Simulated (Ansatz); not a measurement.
A search over several starts for the lowest SCF solution of the cluster Cu₂Ni⁻ at the given spin, in a small basis.

```yaml
crystal:
  periodic: [false, false, false]
  atoms:
    - {symbol: Ni, position_ang: [0.482052, -0.245885, 1.184498]}
    - {symbol: Cu, position_ang: [0.050722, 1.287928, -0.469150]}
    - {symbol: Cu, position_ang: [-0.532774, -1.042043, -0.715348]}
basis:
  gaussian: {orbitals: def2-SVP}
total_charge: -1
magnetization: {spin_polarized: true, initial_magnetization: 1}
hamiltonian: {xc: pbe0, dispersion: d4}
output: {orbitals: {seedname: orbitals}}
```

```sh
$ ansatz run in.yaml --threads 4 --pin off --events-out ev --progress --plain --max-ram 3916MiB
```

Shortened log:

```
Functional definition: PBE0
1031 factors; integrals over basis functions are off by at most 1.1e-3 eV
mean field evaluation 1: about -130278.0384 eV, gradient 4.2e1 eV
mean field evaluation 2: about -129489.4836 eV, gradient 2.3e2 eV
mean field evaluation 4: about -130270.9259 eV, gradient 5.9e1 eV
mean field evaluation 8: about -130285.6529 eV, gradient 1.7e0 eV
mean field evaluation 16: about -130286.2419 eV, gradient 1.9e-1 eV
mean field evaluation 32: about -130286.3367 eV, gradient 5.9e-1 eV
mean field evaluation 64: about -130245.6112 eV, gradient 3.3e1 eV
mean field evaluation 96: about -130280.3310 eV, gradient 2.1e1 eV
mean field evaluation 128: about -130279.6986 eV, gradient 1.9e1 eV
mean field evaluation 160: about -130258.1570 eV, gradient 3.0e1 eV
mean field evaluation 192: about -130237.0407 eV, gradient 3.7e1 eV
mean field evaluation 224: about -130262.9211 eV, gradient 2.6e1 eV
mean field evaluation 256: about -130252.7573 eV, gradient 2.6e1 eV
mean field evaluation 288: about -130273.3095 eV, gradient 1.7e1 eV
mean field evaluation 320: about -130256.1172 eV, gradient 3.0e1 eV
mean field evaluation 352: about -130255.2643 eV, gradient 3.1e1 eV
mean field evaluation 384: about -130262.0586 eV, gradient 2.6e1 eV
mean field evaluation 416: about -130244.1384 eV, gradient 3.4e1 eV
mean field evaluation 448: about -130286.2859 eV, gradient 2.1e-5 eV
mean field evaluation 480: about -130286.4057 eV, gradient 3.7e-6 eV
mean field evaluation 512: about -130286.3073 eV, gradient 6.0e-1 eV
mean field evaluation 544: about -130281.9175 eV, gradient 2.0e1 eV
mean field evaluation 576: about -130286.4021 eV, gradient 3.8e-1 eV
mean field evaluation 608: about -130285.8002 eV, gradient 8.8e0 eV
mean field evaluation 640: about -130286.2180 eV, gradient 5.1e-1 eV
mean field evaluation 672: about -130286.3439 eV, gradient 2.4e-1 eV
mean field -130286.40567252 eV, -4787.9370971675 hartree, gradient 3.7e-6 eV, S^2 1.771467; 16 other end points of the search recorded, 0 dependent functions left out
reference -130286.40569884 eV, -4787.9370981349 hartree; 44, 43 occupied and 49, 50 virtual orbitals, 1031 factors
Total energy: -130286.48337564 eV, -4787.9399527045 hartree
```

Hardware: 4 threads of Arm Neoverse V1 on a shared host. Wall time 85 s.

Other converged states that the search met: 0.07 eV higher (⟨S²⟩ = 1.78), 0.12 eV higher (⟨S²⟩ = 1.77).

The charge -1 doublet is spin-contaminated (final ⟨S²⟩ up to 1.77, 0.75 for a pure state). The highest occupied level of the charge -1 doublet lies above zero (up to 0.54 eV). It is a level of α spin, whose loss leaves a singlet; that state wasn't run at this geometry and level. The electron is either unbound and held by the finite basis, or the level is raised by self-interaction error. The structure comes from a short search, and lower isomers may exist.
